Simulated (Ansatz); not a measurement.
Ga₆S₁₀⁻, 16 atoms. Hardware: 2 threads of AMD EPYC 7R13 on a shared host and a share (18 GiB) of an NVIDIA H100 80GB HBM3.

Correlated methods freeze 104 core orbitals; core or outer-core shells of Ga are correlated, in sets that lack core-valence functions. Single mean-field runs in def2-TZVP are fitted with def2-universal-jkfit.

(1) How many basis functions does each of these Ansatz runs have, and roughly what does it cost? PBE-D4/def2-TZVP, charge -1 doublet, energy and forces, from earlier orbitals; r2SCAN-D4/def2-TZVP, charge -1 doublet, energy, from earlier orbitals; PBE0-D4/def2-TZVP, charge -1 doublet, energy, from earlier orbitals; PBE-D4/def2-SVP, charge -1 doublet, relaxation, 39 steps; revPBE-D4/def2-TZVP, charge -1 doublet, energy, from earlier orbitals; PBE-D4/def2-SVP, charge -1 doublet, energy, from earlier orbitals; MP2/def2-SVP, charge -1 doublet, energy, from earlier orbitals; PBE-D4/def2-SVP, charge -1 doublet, energy with a search over starts; PBE0-D4/def2-SVP, charge -1 doublet, energy, from earlier orbitals.

## Answers

(1) Other jobs shared the machine, so times can vary by a factor of up to 3.

```
                                                                          run  functions  fitting or Cholesky vectors  wall time  peak host memory (GiB)
               MP2/def2-SVP, charge -1 doublet, energy, from earlier orbitals        372                         3500        8 s                       1
           PBE0-D4/def2-SVP, charge -1 doublet, energy, from earlier orbitals        372                         3500       10 s                     1.1
            PBE-D4/def2-SVP, charge -1 doublet, energy, from earlier orbitals        372                         4180       14 s                     1.1
PBE-D4/def2-TZVP, charge -1 doublet, energy and forces, from earlier orbitals        658                         2876       14 s                     1.3
        revPBE-D4/def2-TZVP, charge -1 doublet, energy, from earlier orbitals        658                         2876       16 s                     1.3
          PBE0-D4/def2-TZVP, charge -1 doublet, energy, from earlier orbitals        658                         2876       20 s                     1.2
        r2SCAN-D4/def2-TZVP, charge -1 doublet, energy, from earlier orbitals        658                         2876       21 s                     1.5
         PBE-D4/def2-SVP, charge -1 doublet, energy with a search over starts        372                         4180       37 s                     1.4
                     PBE-D4/def2-SVP, charge -1 doublet, relaxation, 39 steps        372                         4180      3 min                     1.1
```
